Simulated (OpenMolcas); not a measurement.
## Pt3+: moving or changing the point charges

Pt3+ among 4 point charges of -2 e arranged as a tetrahedron (Td), 2.15 Å from the ion.

```yaml
Program: OpenMolcas 26.06
Method: CASSCF
Basis: ANO-RCC-VDZP [7s6p4d2f]
Scalar_Hamiltonian: DKH2, point nucleus
Active_space: 7 electrons in 5 orbitals (5d)
State_averaging: 2S+1 = 4 even, 10 roots; 2S+1 = 2 even, 40 roots
Spin-orbit_coupling: RASSI with atomic mean-field integrals over the reference wave functions
```

Runs around this geometry, states (labels of Td). Energies in cm-1 above the lowest state or level, χT in cm3 K/mol; 10Dq and B are least-squares fits to the states below 45000 cm-1, weighted by degeneracy, with a free offset, and given where the rms deviation is under 5 % of |10Dq| (or 100 cm-1) and under 700 cm-1; 10Dq is negative for this site.

```
R (Å)  q (e)  Ground state  First state of that spin   10Dq  B (rms of fit)  First gap with spin-orbit (degeneracies)  χT at 300 K  First state of another spin
 2.15     -1           4A2                  4T2 1671  -1594        887 (26)                              843.7 (4, 4)        4.547                     2E 15742
 2.04     -2           4A2                  4T2 3487                                                      1886 (4, 4)        4.212                     2E 16375
 2.15     -2           4A2                  4T2 2869                                                      1516 (4, 4)        4.290                     2E 16202
 2.32     -2           4A2                  4T2 2131                                                      1095 (4, 4)        4.422                     2E 15950
```

Taking the first state of the same spin as R^-n, n = -ln(2131 / 3487) / ln(2.32 / 2.04) = 3.8 between the shortest and longest distance.

Scaling the charges by -1 / -2 = 0.50 scales the first state of the same spin by 1671 / 2869 = 0.58; with fixed orbitals a first-order splitting would follow the charge.

Without dynamic correlation the repulsion within the d shell is too large (B by tens of per cent), so at a given field states of lower spin stand too high. Spin-orbit coupling mixes the spin-free states strongly: the lowest level takes only 39 % from its leading state, 4T2, which lies 1671 cm-1 above the lowest spin-free state (figures for R = 2.15, q = -1; the like holds for R = 2.04, q = -2, R = 2.15, q = -2, R = 2.32, q = -2). The ground term spreads over less than 5000 cm-1, several times less than with real ligands, so orbital moments are less quenched and χT lies further from the spin-only value than at real sites (holds for R = 2.15, q = -1; R = 2.32, q = -2). This is an electrostatic model: the charges have no orbitals. No measured value stands beside these numbers.
